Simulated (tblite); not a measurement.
Species: C5H6F2NO2 (charge +1).
Numbering: `[F:1][CH:2]([F:3])[O:4][CH2:5][n+:6]1[cH:7][cH:8][o:9][cH:10]1` (hydrogens: H11 on C2; H12, H13 on C5; H14 on C7; H15 on C8; H16 on C10)
Bond orders are those of one Lewis drawing.

Computed with GFN2-xTB (tblite), gas phase: Langevin dynamics at 200 K from the optimised GFN2-xTB geometry, time step 0.5 fs, friction 0.01 fs⁻¹, 2000 steps.

Start geometry:
```
atom  x, y, z in Å
F1      2.021   -1.943   -0.092
C2      1.744   -1.225    1.003
F3      1.945    0.071    0.641
O4      0.454   -1.397    1.405
C5     -0.529   -1.237    0.421
N6     -0.712    0.177    0.096
C7     -0.667    0.748   -1.149
C8     -0.820    2.083   -0.950
O9     -0.945    2.301    0.367
C10    -0.878    1.160    0.971
H11     2.424   -1.487    1.824
H12    -0.277   -1.773   -0.503
H13    -1.450   -1.641    0.854
H14    -0.530    0.184   -2.050
H15    -0.849    2.920   -1.623
H16    -0.937    1.068    2.042
```

The statistics below take the 31 frames saved every 25 fs from 250 to 1000 fs; their kinetic temperature (all 3N coordinates) averages 221 K.

Q: How do the bond lengths spread?

A: 
| bond | start (Å) | mean (Å) | standard deviation (Å) | shortest (Å) | longest (Å) |
| --- | --- | --- | --- | --- | --- |
| F1–C2 | 1.339 | 1.341 | 0.025 | 1.297 | 1.401 |
| C2–F3 | 1.360 | 1.363 | 0.029 | 1.290 | 1.436 |
| C2–O4 | 1.362 | 1.367 | 0.024 | 1.314 | 1.414 |
| O4–C5 | 1.401 | 1.403 | 0.026 | 1.353 | 1.474 |
| C5–N6 | 1.462 | 1.470 | 0.029 | 1.402 | 1.535 |
| N6–C7 | 1.371 | 1.364 | 0.018 | 1.331 | 1.400 |
| C7–C8 | 1.359 | 1.361 | 0.019 | 1.330 | 1.393 |
| C8–O9 | 1.341 | 1.344 | 0.024 | 1.294 | 1.390 |
| O9–C10 | 1.293 | 1.290 | 0.021 | 1.254 | 1.337 |
| N6–C10 | 1.326 | 1.331 | 0.020 | 1.295 | 1.365 |
| C2–H11 | 1.097 | 1.098 | 0.025 | 1.050 | 1.151 |
| C5–H12 | 1.097 | 1.094 | 0.021 | 1.053 | 1.127 |
| C5–H13 | 1.095 | 1.100 | 0.029 | 1.049 | 1.162 |
| C7–H14 | 1.072 | 1.073 | 0.020 | 1.027 | 1.117 |
| C8–H15 | 1.074 | 1.075 | 0.019 | 1.041 | 1.117 |
| C10–H16 | 1.077 | 1.083 | 0.037 | 1.014 | 1.159 |

Q: Give the same statistics for bond angles, one of each kind among heavy atoms.

A: 
```csv
angle,start (°),mean (°),standard deviation (°),smallest (°),largest (°)
F1–C2–F3,105.2,105.5,2.3,99.5,110.6
F1–C2–O4,111.7,111.8,2.6,107.6,116.6
F3–C2–O4,109.8,109.8,2.5,105.2,114.2
C2–O4–C5,116.3,117.3,3.0,111.4,123.6
O4–C5–N6,110.8,110.7,2.8,104.8,118.3
C5–N6–C7,126.9,127.3,2.6,123.3,133.6
C5–N6–C10,125.9,125.2,2.8,117.3,129.7
C7–N6–C10,107.1,107.2,1.3,104.5,110.0
N6–C7–C8,105.8,106.0,1.7,102.9,109.6
C7–C8–O9,108.3,108.0,1.9,104.0,111.0
C8–O9–C10,108.1,108.1,1.9,104.8,112.5
N6–C10–O9,110.7,110.6,1.5,107.2,113.4
```

Q: How far does each atom move about its mean position (frames aligned on the start, all atoms weighted alike), and what rms force does it feel?

A: 
| atom | rms displacement (Å) | rms force (eV/Å) |
| --- | --- | --- |
| F1 | 0.36 | 0.94 |
| C2 | 0.14 | 1.73 |
| F3 | 0.44 | 0.95 |
| O4 | 0.11 | 1.28 |
| C5 | 0.09 | 1.48 |
| N6 | 0.09 | 1.55 |
| C7 | 0.12 | 1.42 |
| C8 | 0.13 | 1.66 |
| O9 | 0.16 | 1.40 |
| C10 | 0.15 | 1.91 |
| H11 | 0.24 | 0.89 |
| H12 | 0.18 | 0.78 |
| H13 | 0.16 | 0.98 |
| H14 | 0.25 | 0.81 |
| H15 | 0.21 | 0.69 |
| H16 | 0.26 | 1.24 |

The displacements run from 0.09 to 0.44 Å, the largest at F3.

Q: Follow the torsions F1–C2–O4–C5, C2–O4–C5–N6 and O4–C5–N6–C7 through every second one of these frames.

A: 
| t (fs) | F1–C2–O4–C5 (°) | C2–O4–C5–N6 (°) | O4–C5–N6–C7 (°) |
| --- | --- | --- | --- |
| 250 | -38 | -59 | 131 |
| 300 | -23 | -78 | 147 |
| 350 | -32 | -69 | 144 |
| 400 | -43 | -72 | 138 |
| 450 | -41 | -68 | 132 |
| 500 | -53 | -72 | 125 |
| 550 | -65 | -61 | 120 |
| 600 | -56 | -85 | 120 |
| 650 | -57 | -87 | 132 |
| 700 | -58 | -87 | 143 |
| 750 | -49 | -94 | 134 |
| 800 | -47 | -90 | 131 |
| 850 | -57 | -82 | 131 |
| 900 | -66 | -73 | 120 |
| 950 | -65 | -79 | 118 |
| 1000 | -60 | -81 | 118 |

Largest departure from the start value over all these frames: F1–C2–O4–C5 31° (start -50°), C2–O4–C5–N6 25° (start -74°), O4–C5–N6–C7 22° (start 127°).

Q: How widely does the potential energy scatter, against a harmonic estimate?

A: Mean 0.40 eV above the start, standard deviation 0.074 eV, range 0.25 to 0.54 eV. For 42 classical harmonic modes at 200 K the canonical values are 42kT/2 = 0.36 eV and kT·√(42/2) = 0.079 eV.

The run is classical and short, so these are rough statistics of one trajectory.

What follows is the cost of the whole dynamics run. Hardware: one thread, Intel Xeon Platinum 8375C at 2.90 GHz (x86_64) (shared host). Cost: 14 s of wall time, 0.18 GiB resident at most.
